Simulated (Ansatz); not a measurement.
# Ligand exchange: Ti(CH3)2F2 + GeHF3 → Ti(CH3)F3 + GeH(CH3)F2

Species: Ti(CH3)2F2, singlet; GeHF3 `[F][GeH]([F])[F]`, singlet; Ti(CH3)F3, singlet; GeH(CH3)F2, singlet. The partners trade CH3 for F: Ti–CH3 and Ge–F bonds give way to Ti–F and Ge–CH3.

Shapes, held fixed at every level: PBE0-D4/def2-TZVP. Programs: Ansatz 0.2.0. The zero-point and thermal change to 298 K, harmonic and unscaled (PBE0-D4/def2-TZVP), is +5.1 kJ/mol.

```
                level                   kind  ΔH(298 K) (kJ/mol)  less CCSD(T)/def2-TZVPP
        HF/def2-TZVPP           Hartree–Fock              -131.5                     +5.6
    PBE-D4/def2-TZVPP                    GGA              -147.8                    -10.7
 r2SCAN-D4/def2-TZVPP               meta-GGA              -143.6                     -6.5
  BHLYP-D4/def2-TZVPP          global hybrid              -136.1                     +1.0
r2SCAN0-D4/def2-TZVPP          global hybrid              -139.2                     -2.1
     CCSD(T)/def2-SVP  coupled cluster or CI              -145.6                     -8.5
      CCSD/def2-TZVPP  coupled cluster or CI              -135.1                     +2.0
   CCSD(T)/def2-TZVPP  coupled cluster or CI              -137.1                      0.0
```

The highest level, CCSD(T)/def2-TZVPP, gives ΔH(298 K) = -137.1 kJ/mol; the levels span -147.8 to -131.5. The column of differences is taken from that level and isn't an error. No measured value is set beside it here. T1 is large for Ti(CH3)F3 (0.022), so single-reference values are less sure there. Relativity is left out for Ge. Outer-core shells of Ge, Ti are correlated in most correlated rows, in sets that cover them unevenly.
